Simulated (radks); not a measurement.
The ruthenium ion Ru3+, configuration [Kr] 4d5. Method: non-relativistic Kohn-Sham, LDA (Slater exchange, VWN5 correlation), spin-polarised, spherical densities, point nucleus; open shells are filled with parallel spins first (spin-orbit coupling, left out, can overturn this in heavy ions); relativity is left out, which matters for an element this heavy; computed with a radial shooting solver on a logarithmic mesh with Libxc functionals.

Normalised radial functions P(r) = r R(r), r in bohr:

```
   r/bohr * 3d down, o 4s up, + 4d down (the largest magnitude, 1.64, reaches the edge; | marks zero, & curves that meet)
 0.001142                             &o
 0.001487                             &o
 0.001936                             &o
 0.002541                             &o
 0.003309                             & o
 0.004309                             & o
  0.00561                             & o
 0.007364                             &  o
 0.009589                             &  o
  0.01249                             &   o
  0.01626                             &   o
  0.02134                             &   o
  0.02779                             &  o
  0.03618                             +*o
  0.04712                            o|+*
  0.06185                          o  |+ *
  0.08053                       o     | +   *
   0.1049                      o      |  +      *
   0.1365                        o    |    +         *
   0.1792                             o     +              *
   0.2334                             |      &                 *
   0.3039                             |      +  o                *
   0.3957                             |   +   o                *
   0.5152                           & |                  *
   0.6763                o    +       |          *
   0.8806          o     +            |    *
    1.147            o +              | *
    1.493                +  o         *
     1.96                   +     o   *
    2.552                       +    o*
    3.323                           + &
    4.327                            +&
```

3d down: eigenvalue -312.37 eV, 0 radial nodes, <r> = 0.384 bohr, 90 % of the charge inside 0.610 bohr. 4s up: eigenvalue -107.60 eV, 3 radial nodes at r = 0.0447, 0.176, 0.496 bohr, <r> = 1.04 bohr, 90 % of the charge inside 1.51 bohr. 4d down (empty): eigenvalue -35.717 eV, 1 radial node at r = 0.480 bohr, <r> = 1.44 bohr, 90 % of the charge inside 2.24 bohr.
